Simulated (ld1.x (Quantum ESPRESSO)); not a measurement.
# What the settings do to the TM potential of tellurium (Te)

Base potential:

tellurium (Te), norm-conserving Troullier–Martins (Kleinman–Bylander form), made with ld1.x (Quantum ESPRESSO) 7.5 (PBE, non-relativistic). Core [Kr], reference 4d10 5s2 5p4. Waves: 5p (bound): rc 2.40 bohr; 4d (bound): rc 1.35 bohr; 5s (bound): rc 1.75 bohr. Local part: the s channel. Core correction: Bessel-smoothed model core inside 0.85 bohr.

Cutoffs, loose and tight: the cutoffs (Ry, on a coarse ladder) from which the occupation-weighted sum of valence levels, in a spherical-Bessel basis at the reference potential, stays within 10 and 1 mRy of its value at 400 Ry. They do not see the model core or the augmentation charge, which bear on the density cutoff. Test errors are all-electron minus pseudo excitation energies from the reference, over the configurations 4d10 5s2 5p3; 4d10 5s2 5p2; 4d10 5s2 5p1; 4d10 5s2 5p4.3; 4d10 5s1 5p5; 4d9 5s2 5p4; 4d10 5s2 5p3.5. A dash means not determined; rows that change the core or the reference have their own tests. The largest error is taken over the tests solved by every variant that gives reliable tests at all: 4d10 5s1 5p5; 4d10 5s2 5p3; 4d10 5s2 5p3.5; 4d10 5s2 5p4.3.

A true bound ghost makes a file unfit for plane-wave use even where its test errors are small: the radial tests pick states by their node count and pass the ghost by. Where a test does run into it, the solver fails or the error is huge.

```csv
change,outcome,"cutoff, loose","cutoff, tight",bound ghosts,largest test error (meV)
base,generated,110 Ry,180 Ry,none,+1.6
scalar-relativistic,generated,100 Ry,180 Ry,none,-2.2
local potential all-electron potential smoothed inside 1.25 bohr (lloc = -2),generated,100 Ry,180 Ry,s,+5.7
wave 5s (bound): rc 1.75 bohr becomes 5s (bound): rc 2.46 bohr,generated,110 Ry,180 Ry,none,-9.0
core correction Bessel-smoothed model core inside 1.52 bohr,generated,110 Ry,180 Ry,none,+1.5
"type ultrasoft; waves now 5s (bound): rcut 1.50, rcutus 1.75 bohr; 5s channel at -0.05 Ry: rcut 1.50, rcutus 1.75 bohr; 5p (bound): rcut 2.10, rcutus 2.40 bohr; 5p channel at 0.15 Ry: rcut 2.10, rcutus 2.40 bohr; 4d (bound): rcut 1.15, rcutus 1.35 bohr; 4d channel at -0.6 Ry: rcut 1.15, rcutus 1.35 bohr; local potential all-electron potential smoothed inside 1.05 bohr (lloc = -2); augmentation PSQ, radius 1.30 bohr",generated,90 Ry,140 Ry,s,+0.3
wave 5p (bound): rc 2.40 bohr becomes 5p (bound): rc 1.46 bohr,generated,140 Ry,200 Ry,p,-7.8
"all radii but the core radius scaled by about 1.17 (s 2.06, p 2.82, d 1.58 bohr)",generated,90 Ry,160 Ry,none,+4.4
functional PBEsol,generated,110 Ry,180 Ry,none,+1.5
wave 4d (bound): rc 1.35 bohr becomes 4d (bound): rc 2.04 bohr,generated,70 Ry,120 Ry,none,+1.5
```

(1) What comes out with this change to the base: all radii but the core radius scaled by about 0.78 (s 1.36, p 1.88, d 1.06 bohr)?

Answers

(1) outcome: generated; cutoff, loose: 120 Ry; cutoff, tight: 200 Ry; bound ghosts: p; largest test error (meV): -13.
